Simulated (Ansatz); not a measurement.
Relaxation of ClH6PSn (9 atoms, charge 0, multiplicity 1), to a largest force component of 0.03 eV/Å in at most 50 steps.

Level of theory: Ansatz, RHF/def2-SVP.

```xyz
9
Properties=species:S:1:pos:R:3
Sn -0.116 -0.206 -0.101
H -0.087 -0.066 1.617
H 1.427 -0.060 -0.794
Cl -1.416 1.609 -0.880
H -0.921 -1.607 -0.637
P 1.202 2.873 1.427
H 2.481 2.591 1.974
H 1.532 2.451 0.122
H 0.624 1.653 1.850
```

Where does it end, and by what steps?

The forces met the threshold. The force dipped under the threshold on the way, but the program's further checks kept it going. After 21 steps the energy has fallen by 0.405 eV; H9 moved furthest, 1.90 Å.

```
step  energy less start (eV)  largest force component (eV/Å)  accepted
   0                  0.0000                           0.558       yes
   1                 -0.2067                           0.254       yes
   2                 -0.2798                           0.199       yes
   3                 -0.3511                           0.092       yes
   4                 -0.3715                           0.158       yes
   5                 -0.3732                           0.234       yes
   6                 -0.3887                           0.070       yes
   7                 -0.3904                           0.191       yes
   8                 -0.3920                           0.121       yes
   9                 -0.3938                           0.053       yes
  10                 -0.3950                           0.139       yes
  11                 -0.3962                           0.117       yes
  12                 -0.3976                           0.123       yes
  13                 -0.3987                           0.179       yes
  14                 -0.3996                           0.114       yes
  15                 -0.4012                           0.006       yes
  16                 -0.4022                           0.106       yes
  17                 -0.4031                           0.057       yes
  18                 -0.4039                           0.038       yes
  19                 -0.4042                           0.068       yes
  20                 -0.4044                           0.046       yes
  21                 -0.4047                           0.011       yes
```

```xyz
9
Properties=species:S:1:pos:R:3
Sn -0.333 -0.881 -0.414
H -0.507 -0.907 1.276
H 1.290 -1.013 -0.904
Cl -1.061 1.258 -1.123
H -1.343 -2.007 -1.190
P 1.832 3.724 1.717
H 2.765 2.664 1.660
H 0.966 3.194 0.736
H 1.118 3.206 2.821
```

Whether the end is a true minimum wasn't checked by a vibrational analysis.

Time of the run: 53 s on 1 thread of Arm Neoverse V1, on a shared host, peak memory 0.19 GiB.
